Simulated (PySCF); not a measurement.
Al(H)(Me)(Et) (C3H9Al), SMILES C[CH2][AlH][CH3]. Heavy atoms are numbered as in [AlH:1]([CH3:3])[CH2:7][CH3:8]. Hydrogens are named by the atom that carries them.

Geometry: r2SCAN-D4/def2-SVP. The structure was generated by enumeration; whether it is a known compound was not checked. One conformer was computed; it need not be the lowest.

Computed with PySCF with B3LYP/def2-TZVP.

Atomic charges (e), one atom of each kind:

| atom | IAO | Mulliken |
|---|---|---|
| Al1 (AlH) | 0.94 | 0.51 |
| H on Al1 | -0.23 | -0.13 |
| C3 (CH3) | … | -0.56 |
| H on C3 | 0.15 | 0.12 |
| C7 (CH2) | -0.62 | -0.38 |
| C8 (CH3) | … | -0.32 |
| H on C7 | … | 0.10 |
| H on C8 | … | 0.10 |

Question: Fill in the missing entries. (Estimate from the structure and the level; the computed values follow.)

Answer: 
- C3 (CH3), IAO: -0.80
- C8 (CH3), IAO: -0.39
- H on C7, IAO: 0.14
- H on C8, IAO: 0.13
